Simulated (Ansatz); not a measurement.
Total energies of C2H9NOSi (`CN([SiH3])CO`).

```xyz
14

C     0.501    0.598   -1.300
N     0.084    0.035   -0.030
Si    0.948    0.389    1.416
C    -1.261   -0.455   -0.006
O    -1.443   -1.595   -0.813
H     0.301   -0.106   -2.110
H     1.574    0.801   -1.289
H    -0.021    1.538   -1.528
H     0.498   -0.575    2.453
H     0.741    1.770    1.949
H     2.402    0.240    1.143
H    -1.539   -0.662    1.036
H    -1.968    0.282   -0.409
H    -0.818   -2.261   -0.511
```

The species carries charge 0 and has multiplicity 1. The structure was optimised at the PBE0-D4/def2-TZVP level. It is one conformer, not always the lowest. Basis def2-TZVPP, Ansatz 0.2.0.

RPA on PBE orbitals: Hartree–Fock energy of these orbitals -499.25759 Eh, correlation -1.55123 Eh (frozen core).

```json
{"functional": "LDA (SPW92)", "energy without D4 (Eh)": "-498.26829", "D4 term (kJ/mol)": "–"}
{"functional": "PBE", "energy without D4 (Eh)": "-500.77483", "D4 term (kJ/mol)": "-27.7"}
{"functional": "revPBE", "energy without D4 (Eh)": "-501.05756", "D4 term (kJ/mol)": "-90.7"}
{"functional": "BLYP", "energy without D4 (Eh)": "-501.10277", "D4 term (kJ/mol)": "-61.3"}
{"functional": "B97M-V", "energy without D4 (Eh)": "-501.08401", "D4 term (kJ/mol)": "–"}
{"functional": "PBE0", "energy without D4 (Eh)": "-500.82415", "D4 term (kJ/mol)": "-23.3"}
{"functional": "B3LYP", "energy without D4 (Eh)": "-501.22179", "D4 term (kJ/mol)": "-44.1"}
{"functional": "r2SCAN0", "energy without D4 (Eh)": "-501.01653", "D4 term (kJ/mol)": "-8.2"}
{"functional": "BHLYP", "energy without D4 (Eh)": "-501.07076", "D4 term (kJ/mol)": "-31.6"}
{"functional": "CAM-B3LYP", "energy without D4 (Eh)": "-501.10499", "D4 term (kJ/mol)": "-23.4"}
{"functional": "LC-ωPBE", "energy without D4 (Eh)": "-500.97975", "D4 term (kJ/mol)": "–"}
{"functional": "ωB97X-V", "energy without D4 (Eh)": "-501.08293", "D4 term (kJ/mol)": "–"}
{"functional": "B2PLYP", "energy without D4 (Eh)": "-500.89996", "D4 term (kJ/mol)": "–"}
{"functional": "PBE-QIDH", "energy without D4 (Eh)": "-500.71398", "D4 term (kJ/mol)": "–"}
```

Give the same for r2SCAN, r2SCANh, HSE06 (plane-wave form), ωB97M-V. (Best estimate.)

Computed: 
```
             functional  energy without D4 (Eh)  D4 term (kJ/mol)
                 r2SCAN              -501.04392              -7.1
                r2SCANh              -501.03248              -7.5
HSE06 (plane-wave form)              -500.80606             -21.6
                ωB97M-V              -501.07305                 –
```

B3LYP takes the VWN-RPA correlation (the form of Gaussian; ORCA's B3LYP/G). HSE06 is the plane-wave form, built on full-range PBE exchange. The double hybrids freeze the cores in their second-order part.

LC-ωPBE has ω = 0.4 bohr⁻¹.
